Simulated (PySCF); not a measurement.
Where the electron goes

Species: C5H4ClOP.
Numbering: `[CH2:1]=[CH:2][c:3]1[cH:4][p:5][c:6]([Cl:7])[o:8]1` (hydrogens: H9, H10 on C1; H11 on C2; H12 on C4)

Level of theory: TDDFT PBE0/def2-SVPD, vertical, gas phase, core orbitals frozen in the response in PySCF 2.14.0, density-fitted response routines. One conformer (not necessarily the lowest) at the GFN2-xTB geometry, without solvent, vibrations or thermal averaging. Torsions of this conformer, `[CH2:1]=[CH:2][c:3]1[cH:4][p:5][c:6]([Cl:7])[o:8]1`: C1–C2–C3–C4 180°.

Frontier orbitals with the atoms that hold most of them (Löwdin shares over 4%, at most four atoms; ? is withheld):

| orbital | ε (eV) | atoms |
| --- | --- | --- |
| LUMO+2 | 0.51 | Cl7 44%, P5 24%, C6 16%, C4 7% |
| LUMO+1 | -0.81 | P5 34%, C4 19%, C6 11%, C1 11% |
| LUMO | ? | ? |
| HOMO | -6.45 | ? |
| HOMO-1 | -8.10 | C4 26%, P5 24%, C1 9%, C2 9% |
| HOMO-2 | -8.66 | P5 66%, C4 12%, C6 8%, O8 6% |
| HOMO-3 | -9.20 | C2 24%, O8 17%, C1 16%, Cl7 13% |

Give the leading atoms of the HOMO.

C6 (bonded to Cl, O and P) 22%; P5 (bonded to 2 C) 16%; C1 (bonded to C and 2 H) 13%; Cl7 (bonded to C) 13%. By element: carbon 35% or more, phosphorus 16%, chlorine 13%.

Give the leading atoms of the LUMO.

C6 (bonded to Cl, O and P) 20%; C1 (bonded to C and 2 H) 15%; P5 (bonded to 2 C) 13%; O8 (bonded to 2 C) 12%. By element: carbon 35% or more, phosphorus 13%, oxygen 12%.

What is the LUMO energy, and the HOMO–LUMO gap?

ε(LUMO) = -1.62 eV; the gap is 4.83 eV (0.1775 hartree).

How does S1 compare with the orbital gap of 4.83 eV?

S1 is at 4.35 eV (f = 0.252), 0.48 eV below the gap, made of HOMO→LUMO (98%). Without the coupling terms of the response equations the lowest excitation would equal the gap.

Give energy, strength and leading configuration of S1, S2 and S6, and follow the Löwdin shares of the leading atoms from the occupied to the empty orbital.

- S1 (4.35 eV, f 0.252), HOMO→LUMO (98%): C6 22% → 20%, P5 16% → 13%, C1 13% → 15%
- S2 (4.84 eV, f 0.078), HOMO→LUMO+1 (75%): C6 22% → 11%, P5 16% → 34%, C4 at most 13% → 19%
- S6 (5.96 eV, f 0.551), HOMO-1→LUMO (71%): C4 26% → at most 13%, P5 24% → 13%, C6 at most 9% → 20%, C1 9% → 15%
